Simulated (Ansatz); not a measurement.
```yaml
crystal:
  periodic: [false, false, false]
  atoms:
    - {symbol: F, position_ang: [-1.177784, -0.502438, 1.292063]}
    - {symbol: Ga, position_ang: [-0.045460, -0.039328, 0.059533]}
    - {symbol: Br, position_ang: [2.091194, -0.703797, 0.292893]}
    - {symbol: Br, position_ang: [-0.812349, 1.185362, -1.664789]}
basis:
  gaussian: {orbitals: x2c-TZVPPall}
hamiltonian: {xc: {name: BHLYP}, dispersion: d3bj, pseudopotentials: {relativity: scalar}}
outputs: {forces: true}
```

```sh
$ ansatz run in.yaml --threads 4 --pin off --events-out ev --progress --plain --max-ram 10444MiB
```

It prints (some lines left out):

```
Error: YAML parse error: error: line 11 column 1: unknown field `outputs`, expected one of crystal, accuracy, basis, kpoints, hamiltonian, magnetization, projection, total_charge, correlation, batch, efield, external_charges, scf, relax, neb, saddle, md, ramp, phonons, dielectric, real_time, elastic, magnetic_configurations, gw, evaluate, workflow, output, checkpoint, execution
 9 |   gaussian: {orbitals: x2c-TZVPPall}
10 | hamiltonian: {xc: {name: BHLYP}, dispersion: d3bj, pseudopotentia…
11 | outputs: {forces: true}
```

In this input the input holds a key that doesn't belong there. The input was rejected before any iteration.
